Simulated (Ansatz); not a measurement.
`[CH3][Ta](=[O])([F])[F]` + CH₃OH → `C[O][Ta](=[O])([F])[F]` + CH₄ at 400 K and 1 bar (ligand exchange at a Ta–C bond).

Isolated molecules relaxed with PBE0-D4/def2-TZVP in Ansatz; ΔE leaves out vibrations. CCSD(T)/CBS adds triple-zeta CCSD(T) − MP2 to the extrapolated MP2 energy (def2 sets, frozen cores). This one scheme is used for every species. Elements past krypton have def2 core potentials. For Ta outer-core shells are correlated without core-valence functions, which leaves a few kJ/mol of doubt a bond. One conformer a species, not always the lowest.

| species | CCSD(T)/CBS energy (Eh) | H − E (kJ/mol) | S (J/(mol·K)) |
| --- | --- | --- | --- |
| `[CH3][Ta](=[O])([F])[F]` | -371.71058 | 143.7 | 392.4 |
| CH₃OH | -115.61712 | 151.2 | 252.6 |
| `C[O][Ta](=[O])([F])[F]` | -446.92802 | 165.8 | 422.5 |
| CH₄ | -40.46206 | 131.3 | 197.2 |

H − E and S are ideal-gas, rigid-rotor, harmonic terms from PBE0-D4/def2-TZVP, for one conformer and one mirror image of each species. 1 Eh = 2625.50 kJ/mol, R = 8.31446 J/(mol·K).

Problem. By hand: ΔE, ΔH, ΔS and ΔG.

Solution. ΔE = (-446.92802) + (-40.46206) − (-371.71058) − (-115.61712) = -0.06238 Eh = -163.8 kJ/mol. Δ(H − E) = 165.8 + 131.3 − 143.7 − 151.2 = 2.2, so ΔH = -161.6 kJ/mol. ΔS = 422.5 + 197.2 − 392.4 − 252.6 = -25.3 J/(mol·K). ΔG = -161.6 − 400 × (-25.3)/1000 = -151.5 kJ/mol.

Problem. By hand: the equilibrium constant, and the temperature at which ΔG would vanish if ΔH and ΔS stayed fixed.

Solution. log₁₀ K = −ΔG/(RT ln 10) = 19.8. ΔG = 0 at ΔH/ΔS = 6387 K, far beyond where these terms or the molecules hold.

ΔH outweighs TΔS. A doubt of 5 kJ/mol in ΔE shifts log₁₀ K by 0.7 here. Other conformers and mirror images would add mixing entropy, several J/(mol·K) or more a flexible species. These are equilibria of isolated gas molecules and say nothing of rates. Largest T1 diagnostic: 0.020 (customary marks: 0.02 for closed shells, 0.045 for open ones).
